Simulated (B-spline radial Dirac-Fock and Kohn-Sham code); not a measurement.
Ce³⁺: eigenvalues, ΔSCF and the reference

System: cerium as Ce³⁺, configuration [Xe] 6s1 (an excited configuration).

The density-functional columns are spherical, spin-unpolarised Dirac-Kohn-Sham results without Breit or QED terms: −ε is minus the orbital energy of the initial state and ΔSCF the difference of two total energies. The reference in the last column comes from Dirac-Fock ΔSCF + Breit + QED. All numbers are from a radial atomic solver, in eV; a selection of levels is shown. For the 1s level of heavy atoms much of the gap between ΔSCF and the reference is the Breit and QED part, -156.0 eV here; for other levels the error of the functional can be larger.

| level | LDA −ε | LDA ΔSCF | Dirac-Fock |
| --- | --- | --- | --- |
| K (1s) | 40224.7 | 40631.6 | 40488.3 |
| L1 (2s) | 6469.3 | 6545.6 | 6603.7 |
| L2 (2p1/2) | 6112.9 | 6207.9 | 6213.5 |
| L3 (2p3/2) | 5667.0 | 5754.4 | 5772.5 |
| M1 (3s) | 1421.8 | 1449.0 | 1491.0 |
| M2 (3p1/2) | 1270.5 | 1298.8 | 1326.1 |
| M3 (3p3/2) | 1182.9 | 1210.0 | 1237.7 |
| M4 (3d3/2) | 917.2 | 947.6 | 952.5 |
| M5 (3d5/2) | 898.4 | 928.4 | 934.1 |
| N1 (4s) | 315.6 | 328.6 | 348.1 |
| N2 (4p1/2) | 259.2 | 272.0 | 284.6 |
| N3 (4p3/2) | 240.1 | 252.5 | 265.4 |
| N4 (4d3/2) | 147.2 | 159.0 | 159.0 |
| N5 (4d5/2) | 143.9 | 155.5 | 155.6 |
| O2 (5p1/2) | 53.93 | 60.37 | 59.16 |
| O3 (5p3/2) | 50.69 | 56.92 | 55.90 |
| P1 (6s) | 23.29 | 26.46 | 25.22 |

Values without a named source are computed, but for edge energies of neutral atoms, which are taken from tables.
